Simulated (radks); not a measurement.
Results of a calculation; reference values are marked as such.
Successive ionisation energies (eV) of one element, from differences of total energies of ions in their ground configurations, starting at charge 0: 6.013, 12.033, 25.370, 44.453, 80.265, 95.042, 109.90, 132.77, 149.22, 165.65, 183.30, 212.28. Level of theory: scalar-relativistic Kohn-Sham, r2SCAN, spin-polarised, spherical densities, finite nucleus; open shells are filled with parallel spins first (spin-orbit coupling, left out, can overturn this in heavy ions); meta-GGA in the generalised Kohn-Sham scheme; Fermi nuclear charge, rms radius 5.2256 fm (a radial shooting solver on a logarithmic mesh with Libxc functionals). Which element is it?

Answer. Thulium (Z = 69). The first species listed is Tm in [Xe] 4f13 6s2, the last Tm11+ in [Kr] 4d10 4f10 5s2.
